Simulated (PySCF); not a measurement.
Compound: C6H7ClFSi (charge +1).
Z-matrix (Å and degrees, GFN2-xTB geometry), rows numbered from 1:
```
F 
C   1  1.3568
Cl  2  1.7978  1  107.54
C   2  1.5005  1  109.96  3   115.35
C   4  1.3574  2  122.96  1   106.27
C   5  1.4352  4  125.77  2   179.65
C   6  1.3428  5  126.42  4     0.58
C   7  1.4976  6  127.28  5     0.62
Si  4  1.8527  2  116.13  1   -74.65
H   2  1.0947  1  107.94  3  -118.18
H   5  1.0829  4  118.49  2    -0.04
H   6  1.0804  5  115.48  4  -179.37
H   7  1.0813  6  118.43  5  -179.88
H   8  1.0978  7  107.16  6   121.37
H   8  1.0967  7  107.83  6  -127.78
H   9  1.4489  4  130.49  2     3.24
```

Definitions: NICS(0) = −σiso at the ring centroid; NICS(1) = −σiso and NICS(1)zz = −σzz at ±1 Å along the ring normal z. Level: GIAO PBE0/pcSseg-1 (PySCF, non-relativistic, gas phase) on the GFN2-xTB geometry, one conformer.

Ring bond lengths (Å), with Mayer bond orders in brackets: C4–C5 1.357 (1.56), C5–C6 1.435 (1.24), C6–C7 1.343 (1.76), C7–C8 1.498 (1.08), C8–Si9 1.895 (0.96), Si9–C4 1.853 (1.08).

Question: What do the NICS probes read (ppm)?

Answer: 
```csv
ring,type,NICS(0),"NICS(1), two faces","NICS(1)zz, two faces",rms pucker (Å),"centre to ring atoms, mean (Å)"
C4–C5–C6–C7–C8–Si9,"6-membered ring with Si; formal bonds 2 double, 4 single",0.8,-2.7 / -2.7,-3.6 / -3.2,0.01,1.55
```

Question: What do they say, and how far can they be read as aromaticity?

Answer: 
- C4–C5–C6–C7–C8–Si9: mean NICS(1)zz -3.4 ppm, shielded. C8 has four or more neighbours, and the NICS criterion for π rings isn't applied.

Question: What are the shieldings of the ring atoms and their hydrogens in the same run (means over atoms taken as equivalent)?

Answer: 
```tsv
atoms	environment	σ isotropic (ppm)	principal values of the symmetric part, first atom (ppm)
C4	fully substituted alkene carbon	17.0	-66.2, -11.4, 128.6
C5	alkene CH carbon	22.4	-87.6, -1.3, 156.0
C6	alkene CH carbon	54.8	-53.7, 45.0, 173.0
C7	alkene CH carbon	20.2	-92.5, -10.2, 163.2
C8	sp3 carbon bound to silicon	145.7	104.5, 153.0, 179.7
Si9	silicon bonded to 2 C and H	70.8	-173.9, 26.0, 360.2
H11	vinylic hydrogen	23.07	20.6, 20.8, 27.9
H12	vinylic hydrogen	24.13	21.3, 24.4, 26.6
H13	vinylic hydrogen	23.67	20.5, 22.9, 27.6
H14	methylene hydrogen	28.05	23.3, 25.9, 35.0
H15	methylene hydrogen	27.95	23.3, 26.1, 34.5
H16	Si–H hydrogen	22.29	19.6, 23.5, 23.7
```

Time: 48 s of wall time (with the writing of density and orbital grids); peak memory 0.91 GiB. Hardware: one thread of an Arm Neoverse V1, no GPU, on a shared host. This is the whole shielding run at PBE0/pcSseg-1, SCF included.
